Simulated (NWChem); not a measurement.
System: CHO2, doublet; SMILES O=[C]O

The following NWChem deck was run.

```
start job
memory heap 200 mb stack 900 mb global 1100 mb
geometry units angstroms
  O     -0.175484     1.141737     0.000000
  C      0.418896     0.103054     0.000000
  O     -0.021672    -1.147002     0.000000
  H     -1.014934    -1.136882     0.000000
end
basis spherical
  * library 3-21g
end
dft
  odft
  mult 2
  xc hfexch
  iterations 150
end
driver
  maxiter 120
end
task dft optimize
task dft freq
```

NWChem printed, in part:

```
             Northwest Computational Chemistry Package (NWChem) 7.3.0
             --------------------------------------------------------

 CS  symmetry detected

                             Geometry "geometry" -> ""
                             -------------------------

 Output coordinates in angstroms (scale by  1.889725989 to convert to a.u.)

  No.       Tag          Charge          X              Y              Z
 ---- ---------------- ---------- -------------- -------------- --------------
    1 O                    8.0000    -0.13894197     1.17052191     0.00000000
    2 C                    6.0000     0.42576401     0.11541191     0.00000000
    3 O                    8.0000    -0.05005245    -1.12165675     0.00000000
    4 H                    1.0000    -1.04262873    -1.08339271     0.00000000

 Effective nuclear repulsion energy (a.u.)      62.8334343133

      Symmetry information
      --------------------

 Group name             Cs
 Group number              2
 Group order               2
 No. of unique centers     4

                                Z-matrix (autoz)
                                --------

 Units are Angstrom for bonds and degrees for angles

      Type          Name      I     J     K     L     M      Value
      ----------- --------  ----- ----- ----- ----- ----- ----------
    1 Stretch                  1     2                       1.19672
    2 Stretch                  2     3                       1.32542
    3 Stretch                  3     4                       0.99331
    4 Bend                     1     2     3               130.80549
    5 Bend                     2     3     4               108.83068
    6 Torsion                  1     2     3     4           0.00000

  xc_inp: hfexch multiplicative factor not found.

                           NWChem Geometry Optimization
                           ----------------------------

 maximum gradient threshold         (gmax) =   0.000450
 rms gradient threshold             (grms) =   0.000300
 maximum cartesian step threshold   (xmax) =   0.001800
 rms cartesian step threshold       (xrms) =   0.001200
 fixed trust radius                (trust) =   0.300000
 source of zmatrix                         =   autoz

          -------------------
          Energy Minimization
          -------------------

 Using diagonal initial Hessian
 Scaling for Hessian diagonals: bonds = 1.00  angles = 0.25  torsions = 0.10

          --------
          Step   0

                                 NWChem DFT Module
                                 -----------------

 Summary of "ao basis" -> "ao basis" (spherical)
 ------------------------------------------------------------------------------
       Tag                 Description            Shells   Functions and Types
 ---------------- ------------------------------  ------  ---------------------
 O                           3-21g                   5        9   3s2p
 C                           3-21g                   5        9   3s2p
 H                           3-21g                   2        2   2s

      Symmetry analysis of basis
      --------------------------

        a'         23
        a"          6

            General Information
            -------------------
          SCF calculation type: DFT
          Wavefunction type:  spin polarized.
          No. of atoms     :     4
          No. of electrons :    23
           Alpha electrons :    12
            Beta electrons :    11
          Charge           :     0
          Spin multiplicity:     2
          Use of symmetry is: on ; symmetry adaption is: on
          Maximum number of iterations: 150
          AO basis - number of functions:    29
                     number of shells:    17
          Convergence on energy requested:  1.00D-06
          Convergence on density requested:  1.00D-05
          Convergence on gradient requested:  5.00D-04

              XC Information
              --------------
                     Hartree-Fock (Exact) Exchange  1.000

      Superposition of Atomic Density Guess
      -------------------------------------

 Sum of atomic energies:        -186.69734305

      Non-variational initial energy
      ------------------------------

 Total energy =    -187.620490
 1-e energy   =    -380.764329
 2-e energy   =     130.310405
 HOMO         =      -0.123789
 LUMO         =       0.100013

   Symmetry analysis of molecular orbitals - initial alpha
   -------------------------------------------------------

  Numbering of irreducible representations:

     1 a'          2 a"

  Orbital symmetries:

     1 a'          2 a'          3 a'          4 a'          5 a'
     6 a'          7 a'          8 a'          9 a"         10 a'
    11 a"         12 a'         13 a"         14 a'         15 a'
    16 a'         17 a"         18 a'         19 a'         20 a'
    21 a'         22 a"

   Symmetry analysis of molecular orbitals - initial beta
   ------------------------------------------------------

  Numbering of irreducible representations:

     1 a'          2 a"

  Orbital symmetries:

     1 a'          2 a'          3 a'          4 a'          5 a'
     6 a'          7 a'          8 a'          9 a"         10 a'
    11 a"         12 a'         13 a"         14 a'         15 a'
    16 a'         17 a"         18 a'         19 a'         20 a'
    21 a'         22 a"

   convergence    iter        energy       DeltaE   RMS-Dens  Diis-err
 ---------------- ----- ----------------- --------- --------- ---------
 d= 0,ls=0.0,diis     1   -186.9787716550 -2.50D+02  1.36D-02  1.66D-01
                                                     1.02D-02  1.58D-01
 d= 0,ls=0.0,diis     2   -187.0287542062 -5.00D-02  5.58D-03  9.56D-02
                                                     4.39D-03  9.25D-02
 d= 0,ls=0.0,diis     3   -187.0623899165 -3.36D-02  2.14D-03  1.98D-03
                                                     1.24D-03  2.18D-03
 d= 0,ls=0.0,diis     4   -187.0641838199 -1.79D-03  1.15D-03  6.32D-04
                                                     5.08D-04  3.10D-04
 d= 0,ls=0.0,diis     5   -187.0646188006 -4.35D-04  7.67D-04  9.24D-05
                                                     3.78D-04  8.56D-05
  Resetting Diis
 d= 0,ls=0.0,diis     6   -187.0647993793 -1.81D-04  4.14D-04  3.56D-05
                                                     2.79D-04  2.58D-05
 d= 0,ls=0.0,diis     7   -187.0648916224 -9.22D-05  1.40D-04  1.78D-05
                                                     1.21D-04  1.24D-05
 d= 0,ls=0.0,diis     8   -187.0649229745 -3.14D-05  5.54D-04  1.26D-05
                                                     4.98D-04  1.00D-05
 d= 0,ls=0.0,diis     9   -187.0650094932 -8.65D-05  2.99D-04  4.21D-06
                                                     2.36D-04  1.60D-06
 d= 0,ls=0.0,diis    10   -187.0650301624 -2.07D-05  1.28D-04  7.02D-07
                                                     1.14D-04  1.57D-06
 d= 0,ls=0.0,diis    11   -187.0650350138 -4.85D-06  1.05D-04  4.06D-07
                                                     7.92D-05  2.82D-07
 d= 0,ls=0.0,diis    12   -187.0650367382 -1.72D-06  2.86D-05  2.86D-08
                                                     2.67D-05  1.11D-07
 d= 0,ls=0.0,diis    13   -187.0650369611 -2.23D-07  9.79D-06  1.61D-08
                                                     1.07D-05  1.89D-08
 d= 0,ls=0.0,diis    14   -187.0650370014 -4.03D-08  2.93D-06  1.11D-09
                                                     5.11D-06  4.11D-09

         Total DFT energy =     -187.065037001365
      One electron energy =     -380.861525407781
           Coulomb energy =      152.860330044161
    Exchange-Corr. energy =      -21.897275951017
 Nuclear repulsion energy =       62.833434313273

 Numeric. integr. density =        0.000000000000

                  Occupations of the irreducible representations
                  ----------------------------------------------

                     irrep           alpha         beta
                     --------     --------     --------
                     a'               10.0          9.0
                     a"                2.0          2.0

                    DFT Final Alpha Molecular Orbital Analysis
                    ------------------------------------------

 Vector   10  Occ=1.000000D+00  E=-5.710549D-01  Symmetry=a'
              MO Center=  5.7D-02, -8.8D-02,  2.9D-15, r^2= 2.0D+00
   Bfn.  Coefficient  Atom+Function         Bfn.  Coefficient  Atom+Function
  ----- ------------  ---------------      ----- ------------  ---------------
     8      0.331069  1 O  py                26      0.316153  3 O  py
     4      0.305812  1 O  py                22      0.256886  3 O  py
    25     -0.226084  3 O  px                21     -0.216132  3 O  px
    12      0.202622  2 C  px                24     -0.198223  3 O  s
    15      0.172568  2 C  s                 13     -0.142105  2 C  py

[...]

      ----------------------
      Optimization converged
      ----------------------

  Step       Energy      Delta E   Gmax     Grms     Xrms     Xmax
  ---- ---------------- -------- -------- -------- -------- --------
@    4    -187.06680569 -8.9D-08  0.00012  0.00005  0.00036  0.00078
                                     ok       ok       ok       ok

                                Z-matrix (autoz)
                                --------

 Units are Angstrom for bonds and degrees for angles

      Type          Name      I     J     K     L     M      Value     Gradient
      ----------- --------  ----- ----- ----- ----- ----- ---------- ----------
    1 Stretch                  1     2                       1.18372    0.00001
    2 Stretch                  2     3                       1.33464   -0.00003
    3 Stretch                  3     4                       0.97457   -0.00012
    4 Bend                     1     2     3               131.37881   -0.00005
    5 Bend                     2     3     4               115.09943   -0.00002
    6 Torsion                  1     2     3     4           0.00000    0.00000

                         Geometry "geometry" -> "geometry"
                         ---------------------------------

 Output coordinates in angstroms (scale by  1.889725989 to convert to a.u.)

  No.       Tag          Charge          X              Y              Z
 ---- ---------------- ---------- -------------- -------------- --------------
    1 O                    8.0000    -0.10490206     1.19571815     0.00000000
    2 C                    6.0000     0.42468897     0.13707912     0.00000000
    3 O                    8.0000    -0.07623302    -1.09998656     0.00000000
    4 H                    1.0000    -1.04941303    -1.15192635     0.00000000

 Effective nuclear repulsion energy (a.u.)      62.8796700033

      Symmetry information
      --------------------

 Group name             Cs
 Group number              2
 Group order               2
 No. of unique centers     4

                Final and change from initial internal coordinates
                --------------------------------------------------

                                Z-matrix (autoz)
                                --------

 Units are Angstrom for bonds and degrees for angles

      Type          Name      I     J     K     L     M      Value       Change
      ----------- --------  ----- ----- ----- ----- ----- ---------- ----------
    1 Stretch                  1     2                       1.18372   -0.01301
    2 Stretch                  2     3                       1.33464    0.00922
    3 Stretch                  3     4                       0.97457   -0.01875
    4 Bend                     1     2     3               131.37881    0.57332
    5 Bend                     2     3     4               115.09943    6.26875
    6 Torsion                  1     2     3     4           0.00000    0.00000

 ==============================================================================
                                internuclear distances
 ------------------------------------------------------------------------------
       center one      |      center two      | atomic units |  angstroms
 ------------------------------------------------------------------------------
    2 C                |   1 O                |     2.23690  |     1.18372
    3 O                |   2 C                |     2.52210  |     1.33464
    4 H                |   3 O                |     1.84166  |     0.97457
 ------------------------------------------------------------------------------
                         number of included internuclear distances:          3
 ==============================================================================

[second-derivative integrals and response iterations left out]

  Vibrational analysis via the FX method

  See chapter 2 in "Molecular Vibrations" by Wilson, Decius and Cross

  Vib: Default input used

 ---------------------------- Atom information ----------------------------
     atom    #        X              Y              Z            mass
 --------------------------------------------------------------------------
    O        1 -1.9823615D-01  2.2595797D+00  0.0000000D+00  1.5994910D+01
    C        2  8.0254579D-01  2.5904198D-01  0.0000000D+00  1.2000000D+01
    O        3 -1.4405952D-01 -2.0786732D+00  0.0000000D+00  1.5994910D+01
    H        4 -1.9831031D+00 -2.1768252D+00  0.0000000D+00  1.0078250D+00
 --------------------------------------------------------------------------

[unprojected Hessian and modes left out]

[...]

 Rotational Constants
 --------------------
 A=   4.846443 cm-1  (  6.972795 K)
 B=   0.385493 cm-1  (  0.554627 K)
 C=   0.357090 cm-1  (  0.513761 K)

 Temperature                      =   298.15K
 frequency scaling parameter      =   1.0000

 Zero-Point correction to Energy  =   13.497 kcal/mol  (  0.021509 au)
 Thermal correction to Energy     =   15.492 kcal/mol  (  0.024687 au)
 Thermal correction to Enthalpy   =   16.084 kcal/mol  (  0.025631 au)

 Total Entropy                    =   58.696 cal/mol-K
   - Translational                =   37.321 cal/mol-K (mol. weight =  44.9976)
   - Rotational                   =   20.410 cal/mol-K (symmetry #  =        1)
   - Vibrational                  =    0.965 cal/mol-K

 Cv (constant volume heat capacity) =    8.386 cal/mol-K
   - Translational                  =    2.979 cal/mol-K
   - Rotational                     =    2.979 cal/mol-K
   - Vibrational                    =    2.427 cal/mol-K

[normal modes left out]

 ----------------------------------------------------------------------------
 Normal Eigenvalue ||           Projected Infra Red Intensities
  Mode   [cm**-1]  || [atomic units] [(debye/angs)**2] [(KM/mol)] [arbitrary]
 ------ ---------- || -------------- ----------------- ---------- -----------
    1       -0.000 ||    0.000394           0.009         0.384       0.046
    2        0.000 ||    0.022456           0.518        21.891       2.651
    3        0.000 ||    0.004194           0.097         4.089       0.495
    4        0.000 ||    0.002062           0.048         2.010       0.243
    5        0.000 ||    0.002024           0.047         1.973       0.239
    6        0.000 ||    0.000164           0.004         0.160       0.019
    7      569.099 ||    0.240671           5.552       234.618      28.414
    8      643.152 ||    0.065836           1.519        64.180       7.773
    9     1115.573 ||    0.260610           6.012       254.055      30.768
   10     1395.876 ||    0.013837           0.319        13.489       1.634
   11     1966.780 ||    0.338959           7.820       330.434      40.018
   12     3755.438 ||    0.065214           1.505        63.574       7.699
 ----------------------------------------------------------------------------
```

Level: UHF/3-21G. In the optimisation the excess spin sits in a' (Cs, its own frame). No stability test was run on the SCF state.
